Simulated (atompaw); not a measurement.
**Cutoff test, oxygen, PAW (atompaw)**

| Property | Result |
| --- | --- |
| Element | O (Z = 8) |
| Generator | atompaw 4.2.0.5 |
| Type | PAW |
| Functional | PBE |
| Relativity | scalar-relativistic |
| Frozen core | [He] |
| Valence charge | 6 |
| Reference configuration | 2s2 2p4 |
| Partial waves | 2s (bound): rc 1.55 bohr; 2s channel at -1.4 Ry: rc 0.80 bohr; 2p (bound): rc 1.55 bohr; 2p channel at 2.5 Ry: rc 1.55 bohr |
| Local potential | ultrasoft scheme with l = 2 at 0 Ry, radius 1.35 bohr |
| Core correction | smooth core density matched at 1.45 bohr |
| Augmentation charge | sinc compensation charge, radius 1.15 bohr; PAW radius 1.55 bohr; waves and projectors: custom polynom vanderbiltortho |

The pseudo-atom Hamiltonian at the reference potential is diagonalised in spherical Bessel functions j_l(qr) that vanish at 20 bohr, with q² up to the cutoff. All-electron valence levels (Ry): 2s -1.7611, 2p -0.6637.

**Question.** How do the lowest levels (Ry) of each channel move with the cutoff, and are there ghosts?

**Answer.**

| cutoff (Ry) | s #1 | s #2 | p #1 | d #1 | f #1 | f #2 | Σ f·Δε (mRy) |
| --- | --- | --- | --- | --- | --- | --- | --- |
| 8 | -1.6927 | -0.0101 | -0.1510 | 0.0789 | 0.1203 | 0.2623 | 2187.8 |
| 15 | -1.7564 | -0.0122 | -0.5540 | 0.0789 | 0.1203 | 0.2623 | 448.4 |
| 21 | -1.7610 | -0.0124 | -0.6427 | 0.0789 | 0.1203 | 0.2623 | 84.4 |
| 35 | -1.7611 | -0.0124 | -0.6632 | 0.0789 | 0.1203 | 0.2623 | 2.4 |
| 45 | -1.7611 | -0.0124 | -0.6634 | 0.0789 | 0.1203 | 0.2623 | 1.5 |
| 60 | -1.7611 | -0.0124 | -0.6637 | 0.0789 | 0.1203 | 0.2623 | 0.2 |
| 400 | -1.7612 | -1.7126 | -0.6637 | 0.0789 | 0.1203 | 0.2623 | 0.0 |

Result: ghost state, extra bound levels that the all-electron valence spectrum of the same l lacks: s at -23.3 eV (a true bound ghost makes a file unfit for plane-wave use); 10 mRy is reached at 30 Ry and 1 mRy at 50 Ry.
